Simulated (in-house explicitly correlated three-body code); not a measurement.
Computed with an exponentially correlated three-body code. Model: two electrons around a point charge, non-relativistic, variational in 260 exponentially correlated functions (energies converged to about 1e-7 hartree, or 1e-8 relative for large Z).

Command:
```bash
python run_hyl.py task.json out
```
Settings (lengths in bohr, energies in hartree):
```
Z                      5
screening              0.1
interaction_strength   1
functions              260
states_tried           13
```

Run time, properties included: 40 s on 1 thread of Intel(R) Xeon(R) 6975P-C (Granite Rapids), with other jobs on the host.

**Those bound S and P states to n = 4 that converged, binding against the one-electron ion.**

Given: nuclear charge 5; Yukawa screening of all interactions 0.1 1/bohr.

Computed: one-electron threshold -12.0074026 hartree.

```json
{"term": "1 1S", "energy (hartree)": "-21.1446042", "binding (eV)": "248.64"}
{"term": "2 3S", "energy (hartree)": "-13.8668647", "binding (eV)": "50.599"}
{"term": "2 1S", "energy (hartree)": "-13.7132157", "binding (eV)": "46.418"}
{"term": "2 3P", "energy (hartree)": "-13.7031596", "binding (eV)": "46.144"}
{"term": "2 1P", "energy (hartree)": "-13.6087494", "binding (eV)": "43.575"}
{"term": "3 3S", "energy (hartree)": "-12.6172327", "binding (eV)": "16.594"}
{"term": "3 1S", "energy (hartree)": "-12.5783409", "binding (eV)": "15.536"}
{"term": "3 3P", "energy (hartree)": "?", "binding (eV)": "?"}
{"term": "3 1P", "energy (hartree)": "-12.5467991", "binding (eV)": "14.678"}
{"term": "4 3S", "energy (hartree)": "?", "binding (eV)": "?"}
{"term": "4 1S", "energy (hartree)": "-12.2155262", "binding (eV)": "5.6633"}
{"term": "4 3P", "energy (hartree)": "-12.2114208", "binding (eV)": "5.5516"}
{"term": "4 1P", "energy (hartree)": "-12.2019948", "binding (eV)": "5.2951"}
```

Question: What belongs in the row 3 3P?

Answer: energy (hartree): -12.5724685; binding (eV): 15.376.

Question: What belongs in the row 4 3S?

Answer: energy (hartree): -12.2295473; binding (eV): 6.0449.

**Converged states only, values per electron or pair (inverse distances are <exp(-kr)/r>).**

```tsv
term	mean r (bohr)	mean r squared (bohr²)	mean inverse r (1/bohr)	mean r12 (bohr)	mean inverse r12 (1/bohr)	mean cosine	mean p1 dot p2 (bohr⁻²)	delta r1 (bohr⁻³)	delta r12 (bohr⁻³)
1 1S	0.32469	0.14211	4.5878	0.48265	2.716	-0.026421	0.55201	34.738	3.3095
2 3S	0.83059	1.1393	2.9314	1.4087	0.7446	-0.0083331	0.038101	21.562	-
2 1S	0.87717	1.2938	2.9096	1.4892	0.83739	-0.011436	0.045567	21.381	0.49856
2 3P	0.75268	0.93522	2.9119	1.2693	0.87216	-0.065344	-1.2495	19.644	-
2 1P	0.78791	1.0367	2.8957	1.3035	0.90177	0.031459	1.1367	19.931	0.10859
3 3S	1.7643	5.9802	2.6319	3.2478	0.30771	-0.002537	0.010427	20.334	-
3 1S	?	?	?	?	?	?	?	?	?
3 3P	?	?	?	?	?	?	?	?	-
3 1P	1.7699	6.1091	2.6218	3.2543	0.34693	0.0076839	0.29227	19.891	0.034146
4 3S	3.2045	21.035	2.5308	6.1189	0.14123	-0.00096396	0.0038419	20.048	-
4 1S	3.3154	22.589	2.5283	6.3395	0.14863	-0.0013179	0.0049497	20.036	0.051774
4 3P	3.1998	21.139	2.5282	6.1107	0.15086	-0.0056076	-0.10112	19.862	-
4 1P	3.2819	22.28	2.5263	6.2718	0.15387	0.0027218	0.10544	19.885	0.013102
```

Question: What belongs in the row 3 1S?

Answer: mean r (bohr): 1.8371; mean r squared (bohr²): 6.531; mean inverse r (1/bohr): 2.626; mean r12 (bohr): 3.3905; mean inverse r12 (1/bohr): 0.33036; mean cosine: -0.0034647; mean p1 dot p2 (bohr⁻²): 0.013178; delta r1 (bohr⁻³): 20.297; delta r12 (bohr⁻³): 0.13937.

Question: What belongs in the row 3 3P?

Answer: mean r (bohr): 1.716; mean r squared (bohr²): 5.7167; mean inverse r (1/bohr): 2.6263; mean r12 (bohr): 3.1547; mean inverse r12 (1/bohr): 0.33773; mean cosine: -0.015792; mean p1 dot p2 (bohr⁻²): -0.28894; delta r1 (bohr⁻³): 19.825.

**Electric-dipole lines between converged S and P states, rate of the upper state's decay.**

| s state | p state | p minus s (eV) | oscillator strength from s | rate (1/s) |
| --- | --- | --- | --- | --- |
| 1 1S | 2 1P | 205.06 | 0.60227 | 3.6631e+11 |
| 1 1S | 3 1P | 233.96 | 0.12826 | 1.0154e+11 |
| 1 1S | 4 1P | ? | ? | ? |
| 2 1S | 2 1P | 2.8427 | 0.11971 | 1.3992e+07 |
| 2 1S | 3 1P | ? | ? | ? |
| 2 1S | 4 1P | 41.122 | 0.076198 | 1.8638e+09 |
| 3 1S | 2 1P | -28.039 | -0.067624 | 2.3069e+09 |
| 3 1S | 3 1P | 0.8583 | 0.22575 | 2.4055e+06 |
| 3 1S | 4 1P | 10.241 | 0.30811 | 4.6738e+08 |
| 4 1S | 2 1P | -37.912 | -0.013225 | 8.2482e+08 |
| 4 1S | 3 1P | -9.0144 | -0.14666 | 5.1712e+08 |
| 4 1S | 4 1P | 0.36821 | 0.35587 | 697850 |
| 2 3S | 2 3P | 4.4546 | 0.16774 | 4.8145e+07 |
| 2 3S | 3 3P | 35.222 | 0.27682 | 4.9673e+09 |
| 2 3S | 4 3P | 45.047 | 0.069118 | 2.0287e+09 |
| 3 3S | 2 3P | -29.55 | -0.074651 | 2.8285e+09 |
| 3 3S | 3 3P | 1.2181 | 0.29775 | 6.39e+06 |
| 3 3S | 4 3P | 11.043 | 0.26709 | 4.7109e+08 |
| 4 3S | 2 3P | -40.099 | -0.014056 | 9.8068e+08 |
| 4 3S | 3 3P | -9.3314 | -0.16495 | 6.2323e+08 |
| 4 3S | 4 3P | 0.49325 | 0.44868 | 1.5789e+06 |

Question: What belongs in the row 1 1S 4 1P?

Answer: p minus s (eV): 243.34; oscillator strength from s: 0.043825; rate (1/s): 3.7536e+10.

Question: What belongs in the row 2 1S 3 1P?

Answer: p minus s (eV): 31.74; oscillator strength from s: 0.31732; rate (1/s): 4.6237e+09.

**Static dipole response.**

```json
{"state": "1 1S", "polarisability (bohr³)": "0.019688"}
{"state": "2 1S", "polarisability (bohr³)": "11.315"}
{"state": "2 3S", "polarisability (bohr³)": "6.5158"}
```
